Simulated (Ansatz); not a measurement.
`Oc1cc2c3ccccc3c3c4ccccc4c4ccccc4c3c2c2ccccc12`. Total charge 0; singlet. Geometry PBE-D4/def2-SVP; atoms count from 1.

| atom | x (Å) | y (Å) | z (Å) |
| --- | --- | --- | --- |
| O1 | -3.232 | -4.376 | -0.509 |
| C2 | -2.415 | -3.290 | -0.432 |
| C3 | -2.778 | -2.039 | -0.890 |
| C4 | -1.927 | -0.903 | -0.733 |
| C5 | -2.317 | 0.407 | -1.241 |
| C6 | -3.611 | 0.652 | -1.767 |
| C7 | -3.983 | 1.902 | -2.252 |
| C8 | -3.065 | 2.971 | -2.192 |
| C9 | -1.785 | 2.759 | -1.688 |
| C10 | -1.360 | 1.479 | -1.230 |
| C11 | -0.069 | 1.282 | -0.589 |
| C12 | 1.053 | 2.211 | -0.709 |
| C13 | 1.236 | 3.019 | -1.866 |
| C14 | 2.355 | 3.836 | -2.017 |
| C15 | 3.343 | 3.871 | -1.012 |
| C16 | 3.211 | 3.055 | 0.109 |
| C17 | 2.088 | 2.209 | 0.282 |
| C18 | 1.950 | 1.328 | 1.436 |
| C19 | 2.720 | 1.497 | 2.614 |
| C20 | 2.549 | 0.668 | 3.719 |
| C21 | 1.571 | -0.349 | 3.684 |
| C22 | 0.809 | -0.540 | 2.536 |
| C23 | 0.994 | 0.266 | 1.378 |
| C24 | 0.107 | 0.138 | 0.220 |
| C25 | -0.685 | -1.048 | -0.060 |
| C26 | -0.205 | -2.396 | 0.216 |
| C27 | 1.158 | -2.690 | 0.516 |
| C28 | 1.585 | -3.986 | 0.775 |
| C29 | 0.671 | -5.066 | 0.746 |
| C30 | -0.649 | -4.832 | 0.387 |
| C31 | -1.094 | -3.516 | 0.087 |
| H32 | -4.081 | -4.096 | -0.897 |
| H33 | -3.755 | -1.928 | -1.382 |
| H34 | -4.354 | -0.156 | -1.777 |
| H35 | -4.997 | 2.059 | -2.649 |
| H36 | -3.363 | 3.979 | -2.518 |
| H37 | -1.108 | 3.616 | -1.589 |
| H38 | 0.511 | 2.954 | -2.687 |
| H39 | 2.475 | 4.430 | -2.935 |
| H40 | 4.232 | 4.510 | -1.127 |
| H41 | 4.013 | 3.042 | 0.860 |
| H42 | 3.445 | 2.322 | 2.671 |
| H43 | 3.153 | 0.827 | 4.626 |
| H44 | 1.394 | -0.979 | 4.568 |
| H45 | 0.026 | -1.309 | 2.531 |
| H46 | 1.893 | -1.875 | 0.524 |
| H47 | 2.648 | -4.170 | 0.994 |
| H48 | 1.013 | -6.088 | 0.970 |
| H49 | -1.369 | -5.658 | 0.299 |

Single mean-field runs in def2-TZVP are fitted with def2-universal-jkfit.

(1) Estimate the Mulliken populations of the heavy atoms from the PBE0/def2-TZVP orbitals of Ansatz.

(2) And the Mayer bond orders between heavy atoms (over 0.3)?

Answers

(1) 
```tsv
atom	charge (e)
O1	-0.39
C2	0.22
C3	-0.36
C4	0.10
C5	0.08
C6	-0.21
C7	-0.12
C8	-0.13
C9	-0.27
C10	0.09
C11	-0.02
C12	0.14
C13	-0.29
C14	-0.12
C15	-0.12
C16	-0.21
C17	0.07
C18	0.12
C19	-0.21
C20	-0.11
C21	-0.14
C22	-0.14
C23	-0.10
C24	0.09
C25	0.20
C26	-0.05
C27	-0.19
C28	-0.11
C29	-0.10
C30	-0.21
C31	0.06
```
Mulliken values depend strongly on the basis.

(2) O1–C2 1.19 (1.36 Å); C2–C3 1.49 (1.38 Å); C2–C31 1.20 (1.44 Å); C3–C4 1.30 (1.43 Å); C4–C5 1.07 (1.46 Å); C4–C25 1.40 (1.42 Å); C5–C6 1.35 (1.42 Å); C5–C10 1.34 (1.44 Å); C6–C7 1.50 (1.39 Å); C7–C8 1.33 (1.41 Å); C8–C9 1.50 (1.39 Å); C9–C10 1.30 (1.42 Å); C10–C11 1.08 (1.45 Å); C11–C12 0.99 (1.46 Å); C11–C24 1.49 (1.41 Å); C12–C13 1.29 (1.42 Å); C12–C17 1.34 (1.43 Å); C13–C14 1.49 (1.39 Å); C14–C15 1.34 (1.41 Å); C15–C16 1.49 (1.39 Å); C16–C17 1.35 (1.42 Å); C17–C18 1.02 (1.46 Å); C18–C19 1.34 (1.42 Å); C18–C23 1.33 (1.43 Å); C19–C20 1.49 (1.39 Å); C20–C21 1.32 (1.41 Å); C21–C22 1.49 (1.39 Å); C22–C23 1.36 (1.42 Å); C23–C24 0.98 (1.46 Å); C24–C25 0.97 (1.45 Å); C25–C26 1.03 (1.46 Å); C26–C27 1.34 (1.43 Å); C26–C31 1.30 (1.44 Å); C27–C28 1.53 (1.39 Å); C28–C29 1.29 (1.42 Å); C29–C30 1.49 (1.39 Å); C30–C31 1.28 (1.42 Å).
